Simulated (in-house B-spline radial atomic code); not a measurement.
Values are calculated unless marked as measured or tabulated.
**Making a Troullier-Martins s channel for Cr, r_c = 3.46 bohr**

Cr, [Ar] 3d5 4s1, non-relativistic LDA (VWN5), spherical and spin-unpolarised, from an all-electron radial atomic-structure program (B-spline basis) (atomic units). The all-electron 4s level is ε = -0.150445 hartree, its outermost node lies just inside 1.15 bohr and its outer maximum at 2.75 bohr.

Inside r_c the pseudo-orbital is u(r) = r^1 exp(p(r)), with p = c0 + c2 r² + c4 r⁴ + … + c12 r¹². The seven coefficients follow from p and its first four derivatives at r_c, from zero curvature of the screened potential at the origin, c4 = −c2²/(2l + 5), and from the norm inside r_c. At r_c the all-electron orbital has P = 0.538626, P' = -0.109123, the screened potential V = -0.2304478, V' = 0.1293655, V'' = -0.1127648, and the norm inside is Q = 0.5713662.

Question: What are p, p' and p'' at r_c?

Answer: p = ln(P/r_c^1) = ln(0.538626/3.46) = -1.86000. p' = P'/P − 1/r_c = -0.20260 − 0.28902 = -0.49161. The radial equation gives p'' = 2(V − ε) − 2(1) p'/r_c − p'² = -0.16001 − (-0.28417) − 0.24168 = -0.11752. Differentiating, p''' = 2V' + 2(1)p'/r_c² − 2(1)p''/r_c − 2p'p'' = 0.12898, and p'''' = 2V'' − 4(1)p'/r_c³ + 4(1)p''/r_c² − 2(1)p'''/r_c − 2p''² − 2p'p''' = -0.19268.

For a trial c2 the five matching conditions are linear in c0, c6, c8, c10 and c12, and c2 is varied until the norm inside r_c equals Q. The root nearest zero gives:

| n | c_n |
| --- | --- |
| 0 | -1.744054 |
| 2 | 0.1161075 |
| 4 | -0.002696189 |
| 6 | -0.00356356 |
| 8 | 0.0004533117 |
| 10 | -2.248567e-05 |
| 12 | 4.119612e-07 |

Question: Check c4 and p(r_c), and find the screened pseudopotential at the origin.

Answer: −c2²/5 = -0.00269619, as listed. The terms c_n r_c^n are -1.74405, 1.38999, -0.38642, -6.11421, 9.31120, -5.52926, 1.21274, which sum to -1.86000. Inverting the radial equation, V_l(r) = ε + 1 p'/r + (p'' + p'²)/2, so V_l(0) = ε + (2l + 3) c2 = -0.150445 + 3 × (0.116107) = 0.1979 hartree, finite where the all-electron potential diverges.

Orbitals and screened potentials:

```tsv
r (bohr)	P	u	V all-electron	V pseudo
0.346	0.01304	0.06133	-28.97	0.1968
0.865	-0.1898	0.1645	-5.064	0.1593
1.384	0.1857	0.2934	-1.696	-0.006249
1.903	0.4543	0.4405	-0.8049	-0.2944
2.422	0.5668	0.5526	-0.4725	-0.4694
2.941	0.5795	0.5784	-0.3171	-0.3635
3.46	0.5386	0.5386	-0.2304	-0.2304
```

Logarithmic derivatives P'/P at R = 3.76 bohr, for energies E around ε:

```csv
E − ε (hartree),all-electron,pseudo
-0.5,0.87351,0.867573
-0.25,0.500997,0.496265
-0.1,0.140973,0.139042
0,-0.255863,-0.255866
0.1,-1.03421,-1.04804
0.25,-17.8771,-53.5494
0.5,1.71114,1.3454
```

Question: With P(R) = 0.5026639 and a norm of 0.6528717 inside R, what slope in energy does norm conservation fix?

Answer: d(P'/P)/dE = −2 × (norm inside R)/P(R)² = -5.1678 per hartree·bohr at E = ε, for both atoms, since orbital and norm agree at R. Differences over ±0.1 hartree give -5.8759 (all-electron) and -5.9354 (pseudo), which also hold third-order terms. Half a hartree below ε the two curves differ by -0.0059.
